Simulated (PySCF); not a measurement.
## How methods differ on the ionisation energy of Ti

Ti [Ar] 3d2 4s2 (3F) → Ti⁺ [Ar] 3d2 4s1 (4F), as a difference of total energies. Calculation: PySCF 2.14, in cc-pVDZ-DK (6s5p3d1f, 43 functions); scalar relativity by spin-free X2C-1e. Correlated levels: valence: [Ar] frozen. The calculations carry no spin-orbit coupling.

```json
{"method": "UHF", "ionisation energy (eV)": "5.564", "error (eV)": "-1.264"}
{"method": "MN15", "ionisation energy (eV)": "6.966", "error (eV)": "+0.138"}
{"method": "M06-2X", "ionisation energy (eV)": "7.183", "error (eV)": "+0.355"}
{"method": "MP2 (valence)", "ionisation energy (eV)": "6.296", "error (eV)": "-0.532"}
{"method": "SCS-MP2 (valence)", "ionisation energy (eV)": "6.445", "error (eV)": "-0.383"}
```

Reference: 6.828 eV (measured; NIST levels, between the centres of gravity of the two terms).

Errors of the correlated levels include the incompleteness of this basis and the frozen core.

MP2 underrates the near-degeneracy of ns² with np² in the lower species.
